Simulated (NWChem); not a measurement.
Br₂Sn

```xyz
3

Sn     0.0000     0.0000     0.9543
Br    -1.9418     0.0000    -0.6816
Br     1.9418     0.0000    -0.6816
```
Charge 0, spin multiplicity 1.

The numbers come from NWChem runs, not from measurements. The geometry was optimised at PBE0/def2-SVP with def2 effective core potentials on Sn, a minimum by its harmonic frequencies.

Symmetry labels belong to the abelian group C2v used in the runs, with the axes of the coordinates shown; states degenerate in a higher group split over its labels.

Effective core potentials replace the inner electrons of Sn; spin-orbit coupling is left out. The structure started from a generated list of species.

**Question.** List the lowest 6 singlet excitations that TD-PBE/def2-SVP with def2 effective core potentials on Sn gives, with oscillator strengths.

**Answer.** 
```tsv
state	symmetry	energy (eV)	wavelength (nm)	f
1	a2	2.99	415	0.000
2	b2	3.05	407	0.008
3	b1	3.69	336	0.032
4	b2	4.06	306	0.011
5	a1	4.25	292	0.014
6	a2	4.83	257	0.000
```
